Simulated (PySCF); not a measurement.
ECD: `InChI=1S/C6H11ClO/c1-5-2-3-8-4-6(5)7/h5-6H,2-4H2,1H3/t5-,6+/m1/s1`

Molfile (atoms numbered from 1):
```
C6H11ClO
     RDKit          3D

 19 19  0  0  0  0  0  0  0  0999 V2000
    2.1970   -0.0725   -0.0753 C   0  0  0  0  0  0  0  0  0  0  0  0
    0.7244    0.0205    0.3078 C   0  0  2  0  0  0  0  0  0  0  0  0
   -0.0365   -1.2631   -0.0303 C   0  0  0  0  0  0  0  0  0  0  0  0
   -1.5077   -1.1059    0.3533 C   0  0  0  0  0  0  0  0  0  0  0  0
   -2.1058   -0.0082   -0.2993 O   0  0  0  0  0  0  0  0  0  0  0  0
   -1.4700    1.2021    0.0037 C   0  0  0  0  0  0  0  0  0  0  0  0
    0.0170    1.2011   -0.3613 C   0  0  2  0  0  0  0  0  0  0  0  0
    0.1708    1.1110   -2.1404 Cl  0  0  0  0  0  0  0  0  0  0  0  0
    2.7147    0.8510    0.1740 H   0  0  0  0  0  0  0  0  0  0  0  0
    2.6691   -0.8919    0.4614 H   0  0  0  0  0  0  0  0  0  0  0  0
    2.3023   -0.2505   -1.1420 H   0  0  0  0  0  0  0  0  0  0  0  0
    0.6545    0.1943    1.3898 H   0  0  0  0  0  0  0  0  0  0  0  0
    0.0367   -1.4517   -1.1023 H   0  0  0  0  0  0  0  0  0  0  0  0
    0.3926   -2.1112    0.5039 H   0  0  0  0  0  0  0  0  0  0  0  0
   -1.5952   -0.9805    1.4454 H   0  0  0  0  0  0  0  0  0  0  0  0
   -2.0877   -1.9784    0.0473 H   0  0  0  0  0  0  0  0  0  0  0  0
   -2.0053    1.9717   -0.5566 H   0  0  0  0  0  0  0  0  0  0  0  0
   -1.5544    1.4209    1.0828 H   0  0  0  0  0  0  0  0  0  0  0  0
    0.4737    2.1504   -0.0696 H   0  0  0  0  0  0  0  0  0  0  0  0
  1  2  1  0
  2  3  1  0
  3  4  1  0
  4  5  1  0
  5  6  1  0
  6  7  1  0
  7  8  1  0
  7  2  1  0
  1  9  1  0
  1 10  1  0
  1 11  1  0
  2 12  1  1
  3 13  1  0
  3 14  1  0
  4 15  1  0
  4 16  1  0
  6 17  1  0
  6 18  1  0
  7 19  1  1
M  END
```

Computed with PySCF, TDDFT CAM-B3LYP/cc-pVDZ circular dichroism and optical rotation, one conformer, gas phase. Geometry: GFN2-xTB.

(1) What are the CIP labels of the stereocentres?

(2) List the lowest 2 singlet excitations with oscillator and rotatory strengths.

Answers

(1) C2 R, C7 R.

(2) Rotatory strengths R in 10⁻⁴⁰ esu² cm², velocity form and length form (origin at the centre of mass); f in length form.
```tsv
state	E (eV)	λ (nm)	f	R (velocity)	R (length)	main
1	7.58	164	0.013	+8.4	+9.6	HOMO→LUMO 0.52, HOMO→LUMO+1 0.20
2	7.78	159	0.002	+1.1	+1.0	HOMO−1→LUMO 0.43, HOMO−1→LUMO+1 0.37
```

Among the states computed, the strongest CD band (largest |R|) is state 1. The largest dissymmetry factor in size, g = 4R/(D+G), with D and G the electric and magnetic dipole strengths, is +0.0093 for state 1 (velocity form, f = 0.010), among bands with |R| over 0.5. The mirror image has the same energies and oscillator strengths and all R with the opposite sign.
